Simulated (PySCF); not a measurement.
Isomers of C4H5FOSi. Theory: PBE0-D3(BJ)/def2-SVP geometry optimisation, gas phase in PySCF 2.14.0. Energies are electronic, without zero-point or thermal terms, for one conformer each. No frequencies were run at this level. Point groups hold within 0.08 Å.

Question: Rank from lowest to highest electronic energy at this level (kcal/mol).
A. `[CH:1]#[C:2][Si@@H:3]([OH:4])[C:5](=[CH2:6])[F:7]` with C2–Si3–O4–H 35°, C2–Si3–C5–C6 123°
B. `[CH:1]#[C:2][C:3](=[CH2:4])[O:5][SiH2:6][F:7]` with C2–C3–O5–Si6 176°, C3–O5–Si6–F7 -178°
C. `O=C1CC=C(F)[SiH2]1`
D. `[OH:1][Si@@H:2]1[CH:3]=[CH:4][CH:5]=[C:6]1[F:7]` with H–O1–Si2–C3 46°
E. `O=C1CC(F)=C[SiH2]1`

Answer: D (0.0), B (9.3), E (16.1), C (23.6), A (32.5).

As drawn, the highest has a C≡C bond, which the lowest lacks.

```
             SMILES      E (Eh)  E rel (kcal/mol)  dipole (D)  point group      A, B, C (MHz)
  O[Si@@H]1C=CC=C1F  -619.17698               0.0        2.19           C1   2755, 2359, 1384
   C#CC(=C)O[SiH2]F  -619.16216               9.3        1.84      near Cs  5113, 1124, 932.2
 O=C1CC(F)=C[SiH2]1  -619.15134              16.1        1.51      near Cs   3540, 1819, 1229
 O=C1CC=C(F)[SiH2]1  -619.13943              23.6        1.28           Cs   4242, 1669, 1224
C#C[Si@@H](O)C(=C)F  -619.12517              32.5        1.13           C1   2833, 1551, 1285
```

How do the relative energies change in single points at PBE0/6-31G (no added dispersion term) on the same geometries?

```json
{"SMILES": "O[Si@@H]1C=CC=C1F", "PBE0-D3(BJ)/def2-SVP (kcal/mol)": "0.0", "PBE0/6-31G (kcal/mol)": "0.0", "shift": "0.0"}
{"SMILES": "C#CC(=C)O[SiH2]F", "PBE0-D3(BJ)/def2-SVP (kcal/mol)": "9.3", "PBE0/6-31G (kcal/mol)": "14.8", "shift": "+5.5"}
{"SMILES": "O=C1CC(F)=C[SiH2]1", "PBE0-D3(BJ)/def2-SVP (kcal/mol)": "16.1", "PBE0/6-31G (kcal/mol)": "10.8", "shift": "-5.3"}
{"SMILES": "O=C1CC=C(F)[SiH2]1", "PBE0-D3(BJ)/def2-SVP (kcal/mol)": "23.6", "PBE0/6-31G (kcal/mol)": "17.1", "shift": "-6.5"}
{"SMILES": "C#C[Si@@H](O)C(=C)F", "PBE0-D3(BJ)/def2-SVP (kcal/mol)": "32.5", "PBE0/6-31G (kcal/mol)": "30.6", "shift": "-1.9"}
```

Each column counts from its own lowest isomer. The lowest isomer stays, but the order above it changes; the largest shift is 6.5 kcal/mol.
